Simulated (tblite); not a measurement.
Species: C₂H₁₀O₂S₂Si₃.
Atom-mapped SMILES: `[OH:1][Si@@:2]1([O:3][SiH3:4])[SiH2:5][S:6][CH2:7][CH2:8][S:9]1` (hydrogens: H10 on O1; H11, H12, H13 on Si4; H14, H15 on Si5; H16, H17 on C7; H18, H19 on C8)

Computed with GFN2-xTB (tblite), gas phase: L-BFGS steps from a force-field or distance-geometry start until the largest atomic force falls under 0.01 eV/Å.

At the end of the run (lengths in Å): Si2–O3 1.620, Si2–Si5 2.285, O1–Si2 1.613, Si5–H14 1.457, Si4–H12 1.463, Si5–H15 1.466, Si5–S6 2.160, Si2–O3–Si4 154.9°, O1–Si2–Si5 108.3°, Si2–S9–C8 98.2°, O1–Si2–S9 109.7°, O1–Si2–O3–Si4 -167°, O1–Si2–Si5–S6 164°, Si2–Si5–S6–C7 -46°, H11–Si4–O3–Si2 -170°, H10–O1–Si2–O3 65°.

Task: These geometries were met on the way; a selection of coordinates is given. Order them by energy above the end point, lowest first.
A. Si2–O3 1.624, Si2–Si5 2.281, O1–Si2 1.619, Si5–H14 1.459, Si4–H12 1.459, Si5–H15 1.464, Si5–S6 2.155, Si2–O3–Si4 144.8°, O1–Si2–Si5 111.9°, Si2–S9–C8 103.2°, O1–Si2–S9 104.8°, O1–Si2–O3–Si4 82°, O1–Si2–Si5–S6 160°, Si2–Si5–S6–C7 -48°, H11–Si4–O3–Si2 -62°, H10–O1–Si2–O3 82°
B. Si2–O3 1.621, Si2–Si5 2.288, O1–Si2 1.617, Si5–H14 1.459, Si4–H12 1.458, Si5–H15 1.466, Si5–S6 2.153, Si2–O3–Si4 153.5°, O1–Si2–Si5 107.0°, Si2–S9–C8 98.8°, O1–Si2–S9 109.5°, O1–Si2–O3–Si4 86°, O1–Si2–Si5–S6 159°, Si2–Si5–S6–C7 -44°, H11–Si4–O3–Si2 -69°, H10–O1–Si2–O3 62°
C. Si2–O3 1.669, Si2–Si5 2.331, O1–Si2 1.657, Si5–H14 1.492, Si4–H12 1.495, Si5–H15 1.495, Si5–S6 2.160, Si2–O3–Si4 138.8°, O1–Si2–Si5 115.0°, Si2–S9–C8 103.7°, O1–Si2–S9 105.7°, O1–Si2–O3–Si4 84°, O1–Si2–Si5–S6 160°, Si2–Si5–S6–C7 -48°, H11–Si4–O3–Si2 -63°, H10–O1–Si2–O3 80°
D. Si2–O3 1.634, Si2–Si5 2.315, O1–Si2 1.616, Si5–H14 1.465, Si4–H12 1.458, Si5–H15 1.470, Si5–S6 2.187, Si2–O3–Si4 140.6°, O1–Si2–Si5 114.7°, Si2–S9–C8 103.9°, O1–Si2–S9 104.6°, O1–Si2–O3–Si4 84°, O1–Si2–Si5–S6 159°, Si2–Si5–S6–C7 -48°, H11–Si4–O3–Si2 -61°, H10–O1–Si2–O3 79°
E. Si2–O3 1.622, Si2–Si5 2.286, O1–Si2 1.620, Si5–H14 1.460, Si4–H12 1.456, Si5–H15 1.468, Si5–S6 2.161, Si2–O3–Si4 147.0°, O1–Si2–Si5 108.9°, Si2–S9–C8 101.0°, O1–Si2–S9 108.4°, O1–Si2–O3–Si4 75°, O1–Si2–Si5–S6 163°, Si2–Si5–S6–C7 -48°, H11–Si4–O3–Si2 -57°, H10–O1–Si2–O3 78°

Result: B (0.046 eV), E (0.075 eV), A (0.124 eV), D (0.202 eV), C (0.335 eV).

| step | E above end (eV) | rms distance from the end, all atoms (Å) | largest force (eV/Å) | rms shift of all bonds from the end (Å) |
| --- | --- | --- | --- | --- |
| 51 | 0.046 | 0.515 | 0.103 | 0.003 |
| 23 | 0.075 | 0.613 | 0.099 | 0.003 |
| 7 | 0.124 | 0.656 | 0.288 | 0.006 |
| 2 | 0.202 | 0.666 | 0.594 | 0.013 |
| 0 | 0.335 | 0.671 | 1.127 | 0.025 |

Rows stand in the order of the answer.
